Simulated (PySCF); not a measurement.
GeH5Si, SMILES [SiH2][GeH3] (connectivity only; charge and spin as stated), charge +1, multiplicity 1. Atoms are numbered in the order given.

```xyz
7

Si     1.6504    -0.0086     0.0000
Ge    -0.7719    -0.0010     0.0000
H      2.4785     0.0199     1.2225
H      2.4785     0.0199    -1.2225
H     -1.0290     1.5108     0.0000
H     -1.1661    -0.6985     1.2974
H     -1.1661    -0.6985    -1.2974
```
Charge +1, spin multiplicity 1.

Coordinates come from a B3LYP-D3(BJ)/def2-TZVP optimisation. The multiplicity is an assumed one; other spin states were not compared. The isomer is the one that the SMILES or the coordinates give; other isomers of the formula were not compared.

Two levels are set side by side: PBE/pcSseg-2 (PySCF) and HF/pcSseg-2 (PySCF). GIAO shifts against GeH4 (⁷³Ge), TMS (²⁹Si), TMS (¹H) at the same level; non-relativistic, no solvent, atoms listed together averaged. Differences are taken from unrounded values.

```tsv
quantity	HF	PBE	PBE minus HF
δ(²⁹Si) of Si1 (ppm)	457.9	569.0	111.2
δ(⁷³Ge) of Ge2 (ppm)	23.3	96.8	73.5
δ(¹H) of H3, H4 (ppm)	9.21	10.72	1.52
```

Rough cost on one machine, each run with all the roots and properties that it gave: HF against PBE within a factor of 2.
